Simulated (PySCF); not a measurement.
# Fe²⁺ (iron, charge +2): UHF calculation

Configuration: [Ar] 3d5 4p1, high-spin 7P determinant (an excited configuration). Calculation: PySCF 2.14, in x2c-TZVPPall with one added diffuse shell each of s, p, d, f type (7s6p5d3f1g, 80 functions); the spin-free X2C one-electron Hamiltonian (Gaussian nucleus).

```json
{
  "Total energy": "-1270.227774 hartree",
  "One-electron energy": "-1731.0713 hartree",
  "Hartree (Coulomb) energy": "515.3249 hartree",
  "Exchange energy": "-54.4814 hartree",
  "⟨S²⟩": "12.0009",
  "⟨L²⟩": "2.002",
  "Sum of ⟨r⟩": "16.52 bohr",
  "Sum of ⟨r²⟩": "22.52 bohr²",
  "Traceless quadrupole moment −½Σ⟨3z² − r²⟩ along its main axis": "-3.78 e·bohr²",
  "Langevin diamagnetic susceptibility": "-17.8 ×10⁻⁶ cm³/mol"
}
```

| shell | electrons | mean orbital energy (hartree) | spread (hartree) | rms radius, mean of both spins (bohr) |
| --- | --- | --- | --- | --- |
| 1s α | 1 | -264.68213 | 0 | 0.0675 |
| 1s β | 1 | -264.67591 | 0 | 0.0675 |
| 2s α | 1 | -33.53677 | 0 | 0.288 |
| 2s β | 1 | -33.37040 | 0 | 0.288 |
| 2p α | 3 | -28.60430 | 0.00364 | 0.260 |
| 2p β | 3 | -28.43609 | 0.00482 | 0.260 |
| 3s α | 1 | -5.46413 | 0 | 0.864 |
| 3s β | 1 | -4.99392 | 0 | 0.864 |
| 3p α | 3 | -4.01248 | 0.00351 | 0.920 |
| 3p β | 3 | -3.44378 | 0.01690 | 0.920 |
| 3d α | 5 | -1.68793 | 0.00940 | 1.09 |
| 4p α | 1 | -0.73134 | 0 | 3.07 |

Densities and radii are taken from the X2C orbitals without a picture-change correction, which distorts them close to the nucleus.

Spin-orbit constants ζ (cm⁻¹) from the X2C one-electron operator on these orbitals: bare nucleus, nucleus screened by l(l+1)(2l+1)/3 electrons, and screened by the Breit-Pauli mean field of the electrons.

```tsv
shell	bare	screened nucleus	mean field
2p	70470	65040	62540
3p	8970	8280	7916
3d	851.1	523.7	472.3
4p	650.6	600.5	570.7
```

To first order the Landé constant is A = 95.11 cm⁻¹, so the lowest level has J = 2 and lies 0.0472 eV below the centre of the term. This holds in LS coupling only.
